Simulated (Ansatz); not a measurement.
Consider the formal exchange of groups at the Si–C bond: `OC#C[SiH3]` + `CC1(O)C[SiH2]1` → `CC1([SiH3])C[SiH2]1` + `OC#CO`.

Program: Ansatz. Geometries: PBE0-D4/def2-TZVP. ΔE: electronic, gas phase. CBS: MP2 limit from def2 TZ/QZ plus the TZ coupled-cluster correction, frozen cores. Functionals use def2-TZVPP. Each species was taken in one conformer, which may not be the lowest.

Problem. Is it downhill or uphill in electronic energy at CCSD(T)/CBS, and by how much? (Estimate.)

Solution. The calculation gave: Uphill: ΔE = +71.3 kJ/mol.

Problem. What do these levels give: PBE0-D4, r2SCAN, MP2/def2-TZVPP, SCS-MP2/def2-TZVPP, MP2/CBS(def2), CCSD/CBS(def2)? (Best estimate.)

Solution. Computed: PBE0-D4 60.3, r2SCAN 75.4, MP2/def2-TZVPP 69.8, SCS-MP2/def2-TZVPP 72.9, MP2/CBS(def2) 69.8, CCSD/CBS(def2) 71.2 kJ/mol.

Largest T1 diagnostic among the species: 0.013.

The D4 term adds −7.9 kJ/mol with B3LYP and −4.4 kJ/mol with PBE0; it sums over pairs of atoms, weighted by their polarisabilities, and B3LYP, whose exchange is more repulsive, gets the larger term. In def2-TZVPP, CCSD(T) changes the Hartree–Fock value by −8.3 kJ/mol (the triples alone add +0.1 kJ/mol) and MP2 by −9.8 kJ/mol.

B3LYP here is the variant with VWN-RPA as its local correlation; programs differ in this.
